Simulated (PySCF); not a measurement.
# One molecule, many inputs

Molecule: `CO[C@H](CF)C(N)=O`, C4H8FNO2; geometry GFN2-xTB.

Molfile (atoms numbered from 1):
```
C4H8FNO2
     RDKit          3D

 16 15  0  0  0  0  0  0  0  0999 V2000
    2.0359   -0.2012    0.4107 C   0  0  0  0  0  0  0  0  0  0  0  0
    0.6590   -0.4815    0.5568 O   0  0  0  0  0  0  0  0  0  0  0  0
   -0.1541    0.0706   -0.4547 C   0  0  2  0  0  0  0  0  0  0  0  0
   -0.2941    1.5933   -0.3749 C   0  0  0  0  0  0  0  0  0  0  0  0
    0.7589    2.2273   -0.9901 F   0  0  0  0  0  0  0  0  0  0  0  0
   -1.5600   -0.5562   -0.3664 C   0  0  0  0  0  0  0  0  0  0  0  0
   -1.6037   -1.6788    0.3649 N   0  0  0  0  0  0  0  0  0  0  0  0
   -2.5108   -0.0747   -0.9382 O   0  0  0  0  0  0  0  0  0  0  0  0
    2.4099   -0.5722   -0.5501 H   0  0  0  0  0  0  0  0  0  0  0  0
    2.2442    0.8690    0.4820 H   0  0  0  0  0  0  0  0  0  0  0  0
    2.5373   -0.7218    1.2242 H   0  0  0  0  0  0  0  0  0  0  0  0
    0.2531   -0.1801   -1.4497 H   0  0  0  0  0  0  0  0  0  0  0  0
   -1.2047    1.9013   -0.8956 H   0  0  0  0  0  0  0  0  0  0  0  0
   -0.3082    1.9250    0.6676 H   0  0  0  0  0  0  0  0  0  0  0  0
   -0.7844   -1.9704    0.8703 H   0  0  0  0  0  0  0  0  0  0  0  0
   -2.4859   -2.1407    0.5088 H   0  0  0  0  0  0  0  0  0  0  0  0
  1  2  1  0
  2  3  1  0
  3  4  1  0
  4  5  1  0
  3  6  1  0
  6  7  1  0
  6  8  2  0
  1  9  1  0
  1 10  1  0
  1 11  1  0
  3 12  1  6
  4 13  1  0
  4 14  1  0
  7 15  1  0
  7 16  1  0
M  END
```

All runs: PySCF 2.14, non-relativistic, gas phase unless a solvent (IEF-PCM) is named; grid level 2, GIAOs and SCF threshold 1e-9 unless changed. The yardstick, PBE0/pcSseg-1, gives these isotropic shieldings σ (ppm, equivalent atoms averaged): C6 17.5, C4 94.1, F5 420.8, H15 25.23, H13 25.96, H14 26.85, H12 27.64.

Q: What do these inputs give? (1) KT3/def2-SVP; conv 1e-11; guess sap; (2) PBE00/pcSseg-1; max_cycle 55; mult 5; altered: mult 5

A: 
| run | outcome | functions | wall time | C6 | C4 | F5 | H15 | H13 | H14 | H12 |
| --- | --- | --- | --- | --- | --- | --- | --- | --- | --- | --- |
| 1 | converged | 152 | 2.3 min | 45.2 | 107.3 | 412.8 | 25.76 | 26.32 | 27.17 | 27.84 |
| 2 | refused | – | 0.67 s | – | – | – | – | – | – | – |

Times are on 1 thread of an Intel Xeon, shared host.

Q: Comment on the technical settings and failures.

A: 
- Run 1: The functional and orbital basis differ from the yardstick's, which in itself moves the values. The starting guess changes the path of the SCF (20 cycles), not the solution, provided the same state is reached.
- Run 2: The program stopped with: KeyError: "LibXCFunctional: name 'PBE00' not found." Charge 0 and multiplicity 5 describe another species than the intended molecule, on its geometry.

Run 2 was set up unsoundly or failed; its numbers aren't to be quoted as properties of the molecule.
